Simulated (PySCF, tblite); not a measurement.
Compound: C₄H₁₅NSi₂.
Atom-mapped SMILES: `[CH3:1][C:2]([CH3:3])([CH3:4])[SiH2:5][SiH2:6][NH2:7]` (hydrogens: H8, H9, H10 on C1; H11, H12, H13 on C3; H14, H15, H16 on C4; H17, H18 on Si5; H19, H20 on Si6; H21, H22 on N7)

Cartesian coordinates in Å at the PBE0-D3(BJ)/def2-SVP level; atoms count from 1:
```
atom  x, y, z in Å
C1    -1.0687   -0.5061   -1.1427
C2    -0.8400    0.2149    0.1884
C3    -1.0129   -0.7660    1.3517
C4    -1.8330    1.3716    0.3308
Si5    0.9398    0.9174    0.2306
Si6    2.5703   -0.7716    0.1768
N7     4.1010   -0.0218   -0.1720
H8    -0.9358    0.1705   -2.0023
H9    -0.3812   -1.3559   -1.2751
H10   -2.0987   -0.9024   -1.1908
H11   -0.3254   -1.6245    1.2735
H12   -0.8361   -0.2830    2.3263
H13   -2.0409   -1.1701    1.3642
H14   -2.8703    0.9915    0.3074
H15   -1.7306    2.1027   -0.4869
H16   -1.6995    1.9106    1.2824
H17    1.1263    1.7360    1.4734
H18    1.1450    1.8310   -0.9440
H19    2.6892   -1.4409    1.5110
H20    2.1366   -1.8540   -0.7803
H21    4.9458   -0.5810   -0.1139
H22    4.1567    0.6130   -0.9612
```

Jobs on this species (22 atoms, 74 electrons) with PySCF (density fitting) and tblite. Hardware of each: Arm Neoverse N1, one thread, no GPU (shared host). Times come from a shared host and carry two figures at best.

Problem. Rank these jobs by wall time, shortest first.
A. PBE0/pcSseg-1, IEF-PCM acetone; shieldings, charges and field gradients; 208 basis functions
B. PBE0-D3(BJ)/def2-SVP, grid level 1; geometry optimisation from a GFN2-xTB start shaken at random; 181 basis functions
C. delta-SCF UKS SCAN, pcX-2 on the ionised atom, pcseg-1 elsewhere, spin-free X2C; ΔSCF core ionisation, 7 holes; 223 basis functions
D. GFN2-xTB; Hessian by finite differences
E. GFN2-xTB; L-BFGS relaxation

Solution. D (1.6 s), E (2.8 s), A (67 s), B (2.2 min), C (3.7 min).

All jobs:

```
                                                             level and settings                                                                        work  basis functions  SCF cycles  wall time
                                                                       GFN2-xTB                                               Hessian by finite differences                –           –      1.6 s
                                                                       GFN2-xTB                                                           L-BFGS relaxation                –           –      2.8 s
                                             PBE0/pcSseg-1, IEF-PCM cyclohexane                                                                  shieldings              208          12       62 s
                                                 PBE0/pcSseg-1, IEF-PCM acetone                                     shieldings, charges and field gradients              208          12       67 s
                                                                  PBE0/pcSseg-1  shieldings, charges and field gradients, density and orbital grids written              208          12       76 s
                                                                   PBE/pcSseg-1                                                                  shieldings              208          15       78 s
                                               B3LYP/def2-SVPD, IEF-PCM acetone                                    6 singlets by full TDDFT, polarisability              268          12    1.7 min
                                             PBE0-D3(BJ)/def2-SVP, grid level 1                geometry optimisation from a GFN2-xTB start shaken at random              181          32    2.2 min
delta-SCF UKS SCAN, pcX-2 on the ionised atom, pcseg-1 elsewhere, spin-free X2C                                               ΔSCF core ionisation, 7 holes              223         103    3.7 min
```

Problem. What do all jobs in the table cost together?

Solution. About 12 min; the longest takes about 30 % of that, and about 140 times as long as the shortest.
